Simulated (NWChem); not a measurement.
Everything below was run with NWChem. System: CH3Si, charge 0, spin multiplicity 2, at a geometry optimised with UPBE0/def2-SVP. The structure started from a generated list of species. Its SCF solution wasn't tested for a lower state. Level: UPBE/3-21G.

The NWChem input:

```
start mol
memory heap 200 mb stack 900 mb global 1100 mb
geometry units angstroms nocenter noautoz
  C      0.348708     1.046815     0.000000
  Si    -0.275852    -0.549098     0.000000
  H     -0.283739     1.938531     0.000000
  H      1.431736     1.222293     0.000000
  H      0.621680    -1.754339     0.000000
  symmetry group Cs
end
basis spherical
  * library 3-21g
end
dft
  xc xpbe96 cpbe96
  odft
  mult 2
  semidirect memsize 60000000 filesize 0
  iterations 100
end
task dft energy
```

Output (cleaned and shortened):

```
             Northwest Computational Chemistry Package (NWChem) 7.3.0
             --------------------------------------------------------

                                NWChem Input Module
                                -------------------

 Scaling coordinates for geometry "geometry" by  1.889725989
 (inverse scale =  0.529177249)

 Turning off AUTOSYM since
 SYMMETRY directive was detected!

                             Geometry "geometry" -> ""
                             -------------------------

 Output coordinates in angstroms (scale by  1.889725989 to convert to a.u.)

  No.       Tag          Charge          X              Y              Z
 ---- ---------------- ---------- -------------- -------------- --------------
    1 C                    6.0000     0.34870800     1.04681500     0.00000000
    2 Si                  14.0000    -0.27585200    -0.54909800     0.00000000
    3 H                    1.0000    -0.28373900     1.93853100     0.00000000
    4 H                    1.0000     1.43173600     1.22229300     0.00000000
    5 H                    1.0000     0.62168000    -1.75433900     0.00000000

 Effective nuclear repulsion energy (a.u.)      44.3784102959

            Nuclear Dipole moment (a.u.)
            ----------------------------
        X                 Y               Z
 ---------------- ---------------- ----------------
    -0.0000056692     0.0000056692     0.0000000000

      Symmetry information
      --------------------

 Group name             Cs
 Group number              2
 Group order               2
 No. of unique centers     5

      Symmetry unique atoms

     1    2    3    4    5


 Summary of "ao basis" -> "" (spherical)
 ------------------------------------------------------------------------------
       Tag                 Description            Shells   Functions and Types
 ---------------- ------------------------------  ------  ---------------------
 *                           3-21g                    on all atoms

  pbe96 is a nonlocal functional; adding pw91lda local functional.

                                 NWChem DFT Module
[...]
              MO Center= -6.2D-01, -6.4D-01, -3.8D-16, r^2= 2.4D+00
   Bfn.  Coefficient  Atom+Function         Bfn.  Coefficient  Atom+Function
  ----- ------------  ---------------      ----- ------------  ---------------
    19      0.587512  2 Si s                 20     -0.366062  2 Si px
    16     -0.363193  2 Si px                28     -0.321164  5 H  s
     6     -0.207228  1 C  s                 12      0.187304  2 Si px
    15      0.178076  2 Si s                 26      0.178729  4 H  s
    11     -0.161038  2 Si s                  8      0.133598  1 C  py

 Vector   13  Occ=0.000000D+00  E=-5.154998D-02  Symmetry=a"
              MO Center= -8.3D-02, -5.6D-02,  1.4D-16, r^2= 3.0D+00
   Bfn.  Coefficient  Atom+Function         Bfn.  Coefficient  Atom+Function
  ----- ------------  ---------------      ----- ------------  ---------------
    22      0.645469  2 Si pz                 9     -0.559144  1 C  pz
    18      0.386659  2 Si pz                 5     -0.334928  1 C  pz
    14     -0.180277  2 Si pz

 Vector   14  Occ=0.000000D+00  E= 5.506812D-02  Symmetry=a'
              MO Center=  2.9D-01, -2.2D-01, -4.9D-16, r^2= 3.9D+00
   Bfn.  Coefficient  Atom+Function         Bfn.  Coefficient  Atom+Function
  ----- ------------  ---------------      ----- ------------  ---------------
     6      1.390513  1 C  s                 19     -1.286493  2 Si s
    20     -0.758807  2 Si px                28      0.754405  5 H  s
    24     -0.570739  3 H  s                 21     -0.538771  2 Si py
     7     -0.341904  1 C  px                 8     -0.252691  1 C  py
    16     -0.242778  2 Si px                11      0.144111  2 Si s

   alpha - beta orbital overlaps
   -----------------------------

   alpha      1      2      3      4      5      6      7      8      9     10
    beta      1      2      3      6      5      4      7      8      9     10
 overlap   1.000  1.000  1.000  0.887  1.000  0.887  0.999  0.994  0.996  0.998

   alpha     11     12     13     14     15     16     17     18     19     20
    beta     12     11     13     14     15     16     17     18     19     20
 overlap   0.995  0.994  0.994  0.996  0.992  0.952  0.951  0.982  1.000  0.977

   alpha     21     22     23     24     25     26     27     28
    beta     21     22     23     24     25     26     27     28
 overlap   0.994  1.000  1.000  1.000  0.998  0.997  0.996  1.000

     --------------------------
     Expectation value of S2:
     --------------------------
      <S2> =      0.7630 (Exact =     0.7500)

 center of mass
 --------------
 x =  -0.07688350 y =  -0.06076974 z =   0.00000000

 moments of inertia (a.u.)
 ------------------
         106.901467216718         -30.968181391400           0.000000000000
         -30.968181391400          21.617194557856           0.000000000000
           0.000000000000           0.000000000000         128.518661774575

     Multipole analysis of the density
     ---------------------------------

     L   x y z        total         alpha         beta         nuclear
     -   - - -        -----         -----         ----         -------
     0   0 0 0     -0.000000    -12.000000    -11.000000     23.000000

     1   1 0 0      0.048863      0.699708     -0.650840     -0.000006
     1   0 1 0     -0.040508      0.775675     -0.816189      0.000006
     1   0 0 1      0.000000      0.000000      0.000000      0.000000

     2   2 0 0    -14.662254    -17.712630    -12.347218     15.397594
     2   1 1 0      0.049748     -8.730492     -7.004221     15.784462
     2   1 0 1      0.000000      0.000000      0.000000      0.000000
     2   0 2 0    -14.458307    -43.377524    -39.379739     68.298956
     2   0 1 1      0.000000      0.000000      0.000000      0.000000
     2   0 0 2    -16.714642     -9.305410     -7.409232      0.000000

 Task  times  cpu:        1.2s     wall:        1.2s

 Total times  cpu:        1.2s     wall:        1.2s
```
